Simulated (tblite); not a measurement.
Species: C₄H₁₁BF₃P.
Numbering: `[CH3:1][CH2:2][P+:3]([CH3:4])([CH3:5])[B-:6]([F:7])([F:8])[F:9]` (hydrogens: H10, H11, H12 on C1; H13, H14 on C2; H15, H16, H17 on C4; H18, H19, H20 on C5)

Computed with GFN2-xTB (tblite), gas phase: L-BFGS steps from a force-field or distance-geometry start until the largest atomic force falls under 0.01 eV/Å.

Step 16: E = -878.4303 eV
```
atom  x, y, z in Å  |  force x, y, z in eV/Å
C1      2.1809    0.8728    0.1137   -0.068  -0.070  -0.013
C2      1.4164   -0.4398   -0.0681   -0.021   0.109   0.007
P3     -0.4091   -0.1607    0.0018    0.056   0.019  -0.016
C4     -1.1285   -1.8330   -0.1749   -0.011  -0.007   0.009
C5     -0.8224    0.6453   -1.5952   -0.003   0.005   0.095
B6     -1.1669    0.7545    1.7371   -0.016  -0.057   0.003
F7     -0.2328    1.6346    2.1741   -0.073  -0.049  -0.015
F8     -1.3586   -0.3020    2.5787    0.016   0.131  -0.078
F9     -2.3244    1.3393    1.3261    0.069  -0.044   0.040
H10     3.2036    0.7713   -0.2411    0.027  -0.019   0.054
H11     1.7084    1.6832   -0.4384    0.031  -0.022  -0.014
H12     2.1952    1.1460    1.1650   -0.012   0.070  -0.024
H13     1.6704   -1.1273    0.7394    0.006  -0.069   0.011
H14     1.6684   -0.9183   -1.0161   -0.038   0.000  -0.074
H15    -0.8572   -2.2918   -1.1219    0.058   0.015  -0.058
H16    -2.2108   -1.7473   -0.1099   -0.049   0.013  -0.001
H17    -0.7894   -2.4570    0.6477    0.021  -0.003   0.058
H18    -1.9056    0.6771   -1.6913   -0.017   0.016   0.025
H19    -0.4473    1.6656   -1.5985   -0.009   0.024   0.013
H20    -0.3954    0.0983   -2.4312    0.034  -0.063  -0.023
```

Step 17: E = -878.4330 eV
```
atom  x, y, z in Å  |  force x, y, z in eV/Å
C1      2.1802    0.8705    0.1122   -0.075  -0.084  -0.016
C2      1.4188   -0.4415   -0.0736   -0.046   0.079   0.002
P3     -0.4063   -0.1593    0.0037    0.039   0.025   0.012
C4     -1.1254   -1.8305   -0.1749   -0.012  -0.023   0.010
C5     -0.8230    0.6458   -1.5926    0.001   0.008   0.094
B6     -1.1697    0.7574    1.7428   -0.015  -0.045   0.006
F7     -0.2407    1.6410    2.1815   -0.050  -0.047  -0.024
F8     -1.3612   -0.2963    2.5860    0.019   0.105  -0.081
F9     -2.3269    1.3391    1.3288    0.058  -0.046   0.019
H10     3.2065    0.7583   -0.2304    0.017   0.036   0.088
H11     1.7126    1.6746   -0.4542    0.068  -0.018   0.005
H12     2.1745    1.1472    1.1632    0.025   0.087  -0.055
H13     1.6763   -1.1338    0.7291    0.000  -0.063   0.006
H14     1.6725   -0.9114   -1.0256   -0.063  -0.014  -0.069
H15    -0.8467   -2.2884   -1.1197    0.053   0.007  -0.075
H16    -2.2080   -1.7490   -0.1152   -0.055   0.022  -0.005
H17    -0.7890   -2.4545    0.6482    0.027  -0.011   0.076
H18    -1.9062    0.6799   -1.6880   -0.016   0.005   0.026
H19    -0.4477    1.6658   -1.5975    0.000   0.030   0.009
H20    -0.3958    0.0959   -2.4269    0.024  -0.053  -0.027
```

Step 18: E = -878.4354 eV
```
atom  x, y, z in Å  |  force x, y, z in eV/Å
C1      2.1785    0.8677    0.1110   -0.044  -0.065  -0.015
C2      1.4200   -0.4426   -0.0780   -0.052   0.007  -0.009
P3     -0.4036   -0.1580    0.0059    0.001   0.015   0.038
C4     -1.1229   -1.8288   -0.1746   -0.007  -0.033   0.006
C5     -0.8235    0.6465   -1.5888    0.009   0.006   0.054
B6     -1.1718    0.7589    1.7464   -0.004  -0.015  -0.005
F7     -0.2481    1.6456    2.1867   -0.007  -0.023  -0.024
F8     -1.3631   -0.2901    2.5908    0.014   0.032  -0.047
F9     -2.3281    1.3379    1.3310    0.017  -0.032  -0.016
H10     3.2083    0.7463   -0.2194    0.009   0.079   0.109
H11     1.7174    1.6664   -0.4686    0.092  -0.010   0.016
H12     2.1570    1.1504    1.1607    0.046   0.093  -0.071
H13     1.6811   -1.1409    0.7198   -0.010  -0.040  -0.016
H14     1.6748   -0.9038   -1.0348   -0.087  -0.023  -0.046
H15    -0.8361   -2.2843   -1.1189    0.035   0.004  -0.057
H16    -2.2064   -1.7498   -0.1200   -0.033   0.021  -0.009
H17    -0.7878   -2.4521    0.6501    0.018  -0.009   0.065
H18    -1.9070    0.6821   -1.6842   -0.002  -0.004   0.029
H19    -0.4479    1.6665   -1.5963    0.003   0.022   0.007
H20    -0.3959    0.0928   -2.4219    0.003  -0.026  -0.010
```

Step 19: E = -878.4375 eV
```
atom  x, y, z in Å  |  force x, y, z in eV/Å
C1      2.1765    0.8648    0.1103    0.003  -0.026  -0.008
C2      1.4197   -0.4434   -0.0807   -0.040  -0.061  -0.018
P3     -0.4018   -0.1570    0.0082   -0.038  -0.007   0.046
C4     -1.1214   -1.8282   -0.1742    0.002  -0.030   0.001
C5     -0.8236    0.6471   -1.5851    0.014   0.001   0.003
B6     -1.1729    0.7592    1.7476    0.009   0.016  -0.020
F7     -0.2531    1.6478    2.1891    0.036   0.008  -0.018
F8     -1.3641   -0.2855    2.5927    0.005  -0.048   0.002
F9     -2.3284    1.3363    1.3320   -0.028  -0.013  -0.048
H10     3.2091    0.7388   -0.2099    0.012   0.093   0.110
H11     1.7222    1.6604   -0.4784    0.091   0.002   0.009
H12     2.1463    1.1550    1.1576    0.045   0.085  -0.062
H13     1.6839   -1.1468    0.7132   -0.020  -0.016  -0.041
H14     1.6744   -0.8980   -1.0419   -0.103  -0.026  -0.017
H15    -0.8279   -2.2807   -1.1193    0.012   0.005  -0.016
H16    -2.2061   -1.7496   -0.1234    0.002   0.012  -0.013
H17    -0.7865   -2.4503    0.6528    0.000  -0.001   0.033
H18    -1.9076    0.6834   -1.6807    0.014  -0.009   0.032
H19    -0.4479    1.6675   -1.5952    0.002   0.007   0.007
H20    -0.3959    0.0900   -2.4178   -0.018   0.006   0.018
```

Q: Estimate the geometry and energy of step 20. (The exact step hangs on the optimiser's Hessian estimate; all steps are aligned on step 19, rigid shifts and turns removed.)

A: E = -878.4396 eV, largest force 0.127 eV/Å
```
atom  x, y, z in Å  |  force x, y, z in eV/Å
C1      2.1745    0.8614    0.1093    0.052   0.025   0.005
C2      1.4186   -0.4448   -0.0836   -0.017  -0.102  -0.021
P3     -0.4009   -0.1563    0.0111   -0.064  -0.032   0.036
C4     -1.1201   -1.8284   -0.1737    0.010  -0.018  -0.002
C5     -0.8234    0.6476   -1.5812    0.013  -0.003  -0.040
B6     -1.1738    0.7595    1.7484    0.018   0.038  -0.029
F7     -0.2571    1.6498    2.1908    0.065   0.033  -0.014
F8     -1.3648   -0.2819    2.5942   -0.003  -0.108   0.042
F9     -2.3291    1.3343    1.3320   -0.061   0.004  -0.070
H10     3.2104    0.7341   -0.1986    0.023   0.083   0.094
H11     1.7286    1.6550   -0.4871    0.076   0.016  -0.012
H12     2.1376    1.1612    1.1534    0.028   0.063  -0.038
H13     1.6860   -1.1527    0.7063   -0.028   0.002  -0.058
H14     1.6716   -0.8934   -1.0491   -0.112  -0.026   0.009
H15    -0.8201   -2.2773   -1.1201   -0.011   0.008   0.034
H16    -2.2058   -1.7492   -0.1267    0.039  -0.003  -0.016
H17    -0.7854   -2.4486    0.6561   -0.020   0.008  -0.007
H18    -1.9078    0.6845   -1.6767    0.026  -0.012   0.033
H19    -0.4479    1.6686   -1.5939    0.002  -0.011   0.009
H20    -0.3961    0.0872   -2.4138   -0.036   0.036   0.046
```

The energy changes by -0.0022 eV. The first-order estimate −F·Δx gives -0.0029 eV and the mean of the old and new forces, exact on a quadratic surface, -0.0022 eV. The step makes an angle of 69° with the force vector and moves no atom by more than 0.012 Å.
